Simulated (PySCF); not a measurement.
CH3F3O3Sn. Atoms are numbered in the order given.

```xyz
11

O     -1.7002     0.7080     1.2908
Sn     0.0000     0.0000     0.5899
O      1.4632     1.1184     1.2908
O      0.2369    -1.8264     1.2908
C      0.0000     0.0000    -1.6083
F     -0.2214     1.2252    -2.0831
F      1.1718    -0.4208    -2.0831
F     -0.9503    -0.8044    -2.0831
H     -2.1650     0.0363     1.8060
H      1.1139     1.8568     1.8060
H      1.0510    -1.8931     1.8060
```

Coordinates come from a PBE0-D3(BJ)/def2-SVP optimisation. The def2 effective core potentials stand for the cores of Sn; spin–orbit coupling is left out. The values are those of a single conformer.

Level of theory: PBE0-D3(BJ)/def2-SVP in PySCF.

Frequencies are harmonic and unscaled.

Modes within 1.5 cm⁻¹ of each other (mostly degenerate sets) share a row, with their intensities summed.

| mode | ν (cm⁻¹) | IR (km/mol) | moving atoms (share of kinetic energy) |
|---|---|---|---|
| 1 | 28 | 0.0 | F 67 %, O 31 % |
| 2–3 | 69 | 20.6 | O 67 %, H 15 %, F 14 % |
| 4–5 | 111 | 68.7 | O 44 %, H 30 %, F 17 %, Sn 9 % |
| 6 | 170 | 20.2 | O 69 %, F 12 %, H 11 % |
| 7–8 | 182 | 26.6 | H 57 %, O 37 % |
| 9–10 | 231 | 4.7 | F 70 %, Sn 9 %, C 8 % |
| 11 | 241 | 72.5 | H 62 %, F 20 %, Sn 12 % |
| 12 | 273 | 170.7 | F 32 %, H 28 %, Sn 26 %, O 11 % |
| 13–14 | 533 | 0.6 | F 92 %, C 8 % |
| 15 | 627 | 60.0 | O 93 % |
| 16–17 | 648 | 181.6 | O 84 %, Sn 15 % |
| 18 | 750 | 4.6 | F 84 %, C 15 % |
| 19 | 836 | 1.0 | H 94 % |
| 20–21 | 853 | 227.7 | H 91 % |
| 22 | 1185 | 338.0 | C 72 %, F 28 % |
| 23–24 | 1215 | 454.6 | C 72 %, F 28 % |
| 25–26 | 3878 | 187.7 | H 94 % |
| 27 | 3880 | 91.8 | H 94 % |
